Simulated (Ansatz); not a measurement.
A run for Ansatz (a program for electronic structure): R-B3LYP-D3(BJ)/def2-TZVP on H2O (SMILES O).

Ansatz 0.2 input:
```yaml
crystal:
  periodic: [false, false, false]
  atoms:
    - {symbol: O, position_ang: [0.00000000, -0.00000000, 0.39750000]}
    - {symbol: H, position_ang: [0.00000000, 0.76320000, -0.19880000]}
    - {symbol: H, position_ang: [0.00000000, -0.76320000, -0.19880000]}
basis:
  gaussian:
    orbitals: def2-TZVP
hamiltonian:
  xc: b3lyp
  dispersion: d3bj
relax: {f_tol: 0.004, max_steps: 120}
scf: {lower_state_search: off}
```

The log:

```
WARN ansatz: RAYON_NUM_THREADS=4 ignored (pool sized by the plan → 4); use --threads N
Functional definition: B3LYP
these checks for a lower state are left out or cut short: stability, starts, cluster_reference, orbital_swaps, neighbouring_geometries, increment
integrals: 0.00 GiB planned
239 factors; their error is unknown
mean field: 0.08 GiB planned
mean field evaluation 1: about -2076.1204 eV, gradient 5.4e1 eV
mean field evaluation 2: about -2068.0811 eV, gradient 8.6e1 eV
mean field evaluation 4: about -2080.6596 eV, gradient 2.5e-1 eV
mean field evaluation 8: about -2080.6617 eV, gradient 2.7e-3 eV
mean field -2080.66171611 eV, -76.4629077438 hartree, gradient 4.3e-6 eV, S^2 0.000000; 0 other end points of the search recorded, 0 dependent functions left out
the calculation of the forces begins
reference -2080.66185361 eV, -76.4629127968 hartree; 5, 5 occupied and 38, 38 virtual orbitals, 239 factors
relax step   1: F+E_penalty+E_count = -2080.67733270 eV  Δ(F+E_penalty+E_count) = +0.000e0 eV  max|allowed force component| = 4.367e-1 eV/Å  Δτ_max = 0.0000 Å  (13 SCF iters, accepted)
these checks for a lower state are left out or cut short: stability, starts, cluster_reference, orbital_swaps, neighbouring_geometries, increment
integrals: 0.00 GiB planned
239 factors; their error is unknown
mean field: 0.08 GiB planned
mean field evaluation 16: about -2080.6610 eV, gradient 4.9e-1 eV
mean field -2080.66350872 eV, -76.4629736209 hartree, gradient 1.2e-6 eV, S^2 0.000000; 0 other end points of the search recorded, 0 dependent functions left out
the calculation of the forces begins
reference -2080.66364556 eV, -76.4629786498 hartree; 5, 5 occupied and 38, 38 virtual orbitals, 239 factors
relax step   2: F+E_penalty+E_count = -2080.67912459 eV  Δ(F+E_penalty+E_count) = -1.792e-3 eV  max|allowed force component| = 1.820e-1 eV/Å  Δτ_max = 0.0036 Å  (19 SCF iters, accepted)
these checks for a lower state are left out or cut short: stability, starts, cluster_reference, orbital_swaps, neighbouring_geometries, increment
integrals: 0.00 GiB planned
239 factors; their error is unknown
mean field: 0.08 GiB planned
mean field -2080.66401127 eV, -76.4629920894 hartree, gradient 1.2e-6 eV, S^2 0.000000; 0 other end points of the search recorded, 0 dependent functions left out
the calculation of the forces begins
reference -2080.66414765 eV, -76.4629971012 hartree; 5, 5 occupied and 38, 38 virtual orbitals, 239 factors
relax step   3: F+E_penalty+E_count = -2080.67962618 eV  Δ(F+E_penalty+E_count) = -5.016e-4 eV  max|allowed force component| = 1.540e-2 eV/Å  Δτ_max = 0.0037 Å  (19 SCF iters, accepted)
these checks for a lower state are left out or cut short: stability, starts, cluster_reference, orbital_swaps, neighbouring_geometries, increment
integrals: 0.00 GiB planned
239 factors; their error is unknown
mean field: 0.08 GiB planned
mean field evaluation 32: about -2080.6618 eV, gradient 2.6e-1 eV
mean field -2080.66402695 eV, -76.4629926657 hartree, gradient 1.2e-6 eV, S^2 0.000000; 0 other end points of the search recorded, 0 dependent functions left out
the calculation of the forces begins
reference -2080.66416331 eV, -76.4629976769 hartree; 5, 5 occupied and 38, 38 virtual orbitals, 239 factors
relax step   4: F+E_penalty+E_count = -2080.67964164 eV  Δ(F+E_penalty+E_count) = -1.546e-5 eV  max|allowed force component| = 4.637e-4 eV/Å  Δτ_max = 0.0009 Å  (19 SCF iters, accepted)
Total energy: -2080.67977800 eV, -76.4635715061 hartree
Atom 0 at    -0.000000     0.000000     0.389611 Å, force    -0.000000     0.000000    -0.000141 eV/Å
Atom 1 at     0.000000     0.764986    -0.194856 Å, force     0.000000     0.000464     0.000070 eV/Å
Atom 2 at     0.000000    -0.764986    -0.194856 Å, force    -0.000000    -0.000464     0.000070 eV/Å
Dipole moment:    -0.000000    -0.000000    -0.429653 e Å
Checks for a lower state left out: stability, starts, cluster_reference, orbital_swaps, neighbouring_geometries, increment
```

The calculation finished and met its thresholds.

Cost: around 1.9 core-seconds (rough).
